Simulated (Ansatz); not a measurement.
Computed with Ansatz on PBE0-D4/def2-TZVP structures; ΔE is electronic, products minus reactants. CBS: MP2 limit from def2 TZ/QZ plus the TZ coupled-cluster correction, frozen cores. This one scheme is used for every species. Functionals use def2-TZVPP. B3LYP here is the variant with VWN-RPA as its local correlation; programs differ in this. HSE06 is defined as in plane-wave codes. def2 core potentials past Kr. For Se, Sn outer-core shells are correlated without core-valence functions, which leaves a few kJ/mol of doubt a bond. Scalar relativity is left out up to krypton. One conformer a species, not always the lowest.

Consider the ligand exchange at the Sn–S bond: `C[S][SnH2][CH3]` + H₂Se → `[CH3][SnH2][SeH]` + CH₃SH.

```
             level  ΔE (kJ/mol)  difference from CCSD(T)/CBS
       LDA (SPW92)        -20.7                          2.5
            PBE-D4        -21.0                          2.2
         revPBE-D4        -18.8                          4.4
           BLYP-D4        -19.8                          3.4
         r2SCAN-D4        -22.5                          0.7
            B97M-V        -17.7                          5.5
           PBE0-D4        -23.4                         -0.2
          B3LYP-D4        -22.2                          1.0
        r2SCANh-D4        -23.4                         -0.2
        r2SCAN0-D4        -24.6                         -1.4
          HSE06-D4        -23.6                         -0.4
      CAM-B3LYP-D4        -22.7                          0.5
           ωB97X-V        -22.7                          0.5
            B2PLYP        -24.7                         -1.5
          PBE-QIDH        -24.8                         -1.6
               PBE        -24.0                         -0.8
            revPBE        -25.3                         -2.1
              BLYP        -25.7                         -2.5
            r2SCAN        -23.5                         -0.3
              PBE0        -26.1                         -2.9
           r2SCANh        -24.5                         -1.3
           r2SCAN0        -25.8                         -2.6
             HSE06        -26.2                         -3.0
             BHLYP        -28.5                         -5.3
         CAM-B3LYP        -25.5                         -2.3
           LC-ωPBE        -24.8                         -1.6
RPA@PBE/def2-TZVPP        -20.0                          3.2
       HF/def2-SVP        -28.5                         -5.3
     CCSD/def2-SVP        -23.5                         -0.3
  CCSD(T)/def2-SVP        -22.2                          1.0
     HF/def2-TZVPP        -31.8                         -8.6
    MP2/def2-TZVPP        -21.3                          1.9
SCS-MP2/def2-TZVPP        -22.3                          0.9
   CCSD/def2-TZVPP        -23.0                          0.2
CCSD(T)/def2-TZVPP        -21.1                          2.1
     HF/def2-QZVPP        -31.9                         -8.7
    MP2/def2-QZVPP        -22.5                          0.7
      HF/CBS(def2)        -31.9                         -8.7
     MP2/CBS(def2)        -23.4                         -0.2
    CCSD/CBS(def2)        -25.1                         -1.9
       CCSD(T)/CBS        -23.2                            0
```

Q: What do rigid-rotor, harmonic-oscillator terms from PBE0-D4/def2-TZVP frequencies (298.15 K, 1 bar) make of the CCSD(T)/CBS value? (Estimate.)

A: Computed: ΔZPE = +3.9 kJ/mol, ΔH = -20.7 kJ/mol, ΔS = 9 J/(mol·K), ΔG = -23.3 kJ/mol. Modes under 50 cm⁻¹ make the entropy rough.

Largest T1 diagnostic among the species: 0.011.

The D4 term adds +4.6 kJ/mol with B3LYP and +2.7 kJ/mol with PBE0; it sums over pairs of atoms, weighted by their polarisabilities, and B3LYP, whose exchange is more repulsive, gets the larger term. Leaving LDA and LC-ωPBE aside and taking each functional with its dispersion term where it has one, the values, not all of them listed here, spread over 7.5 kJ/mol, from BHLYP-D4 to B97M-V. LDA lies +3.3 kJ/mol from PBE without D4.
